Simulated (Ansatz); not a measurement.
```yaml
crystal:
  periodic: [false, false, false]
  atoms:
    - {symbol: S, position_ang: [7.018010, 0.353251, 0.741403]}
    - {symbol: C, position_ang: [5.314936, 0.328032, 0.513887]}
    - {symbol: C, position_ang: [4.664509, 0.396594, -0.700228]}
    - {symbol: N, position_ang: [3.307094, 0.354776, -0.904527]}
    - {symbol: C, position_ang: [2.552068, 0.160790, 0.274685]}
    - {symbol: C, position_ang: [1.126755, 0.123866, 0.134112]}
    - {symbol: C, position_ang: [0.495819, 0.172510, -1.141614]}
    - {symbol: N, position_ang: [-0.837763, 0.082723, -1.253540]}
    - {symbol: C, position_ang: [-1.549302, -0.070155, -0.125935]}
    - {symbol: C, position_ang: [-3.024860, -0.125915, -0.259683]}
    - {symbol: C, position_ang: [-3.887977, -0.377514, 0.840805]}
    - {symbol: N, position_ang: [-5.212927, -0.518165, 0.734659]}
    - {symbol: C, position_ang: [-5.727093, -0.410822, -0.503945]}
    - {symbol: S, position_ang: [-7.394881, -0.510283, -0.718966]}
    - {symbol: N, position_ang: [-5.030687, -0.183597, -1.651088]}
    - {symbol: C, position_ang: [-3.669344, -0.024763, -1.552193]}
    - {symbol: N, position_ang: [-1.006286, -0.220502, 1.109231]}
    - {symbol: C, position_ang: [0.289858, -0.138066, 1.196947]}
    - {symbol: N, position_ang: [3.122537, 0.084319, 1.509391]}
    - {symbol: C, position_ang: [4.439394, 0.105093, 1.568187]}
    - {symbol: H, position_ang: [7.317231, 0.549643, -0.614050]}
    - {symbol: H, position_ang: [5.217524, 0.556077, -1.709633]}
    - {symbol: H, position_ang: [1.072270, 0.357507, -2.078484]}
    - {symbol: H, position_ang: [-3.421703, -0.444252, 1.810475]}
    - {symbol: H, position_ang: [-7.735317, -0.696189, 0.604689]}
    - {symbol: H, position_ang: [-3.087544, 0.086048, -2.420576]}
    - {symbol: H, position_ang: [0.794916, -0.182723, 2.234243]}
    - {symbol: H, position_ang: [4.863268, 0.013998, 2.638621]}
basis:
  gaussian: {orbitals: 6-31G}
hamiltonian: {xc: {name: HF}, pseudopotentials: {relativity: none}}
correlation: {method: rpa}
scf: {omitted_lower_state_checks: [starts]}
```

```sh
$ ansatz run in.yaml --threads 2 --pin off --events-out ev --progress --plain --max-ram 32768MiB --backend cuda --devices 0, --max-vram 18GiB
```

Shortened log:

```
Functional definition: HF
2852 factors; integrals over basis functions are off by at most 3.1e-4 eV
mean field evaluation 1: about -42992.5528 eV, gradient 5.4e1 eV
mean field evaluation 2: about -42992.5924 eV, gradient 5.4e1 eV
mean field evaluation 4: about -43001.6116 eV, gradient 6.9e0 eV
mean field evaluation 8: about -43001.8074 eV, gradient 1.7e-1 eV
mean field -43001.80635562 eV, -1580.2872358977 hartree, gradient 2.8e-6 eV, S^2 0.000000; 0 other end points of the search recorded, 0 dependent functions left out; unrestricted orbitals would lower it
mean field evaluation 16: about -43001.8150 eV, gradient 3.5e0 eV
28 core orbitals not correlated: weight in the atoms' cores, before any rotation towards them, 1.000 or more for the frozen orbitals, at most 0.000 for the correlated occupied ones
reference -43001.80635562 eV, -1580.2872358977 hartree; 49, 49 occupied and 127, 127 virtual orbitals, 2852 factors
Total energy: -43052.08898320 eV, -1582.1350883787 hartree
Checks for a lower state left out: starts
```

It took 22 s on 2 threads of AMD EPYC 7R13 on a shared host and a share (18 GiB) of an NVIDIA H100 80GB HBM3.

Correlated methods freeze 28 core orbitals. The restricted singlet (for correlated methods, its reference) is unstable: a solution with broken spin symmetry lies lower.
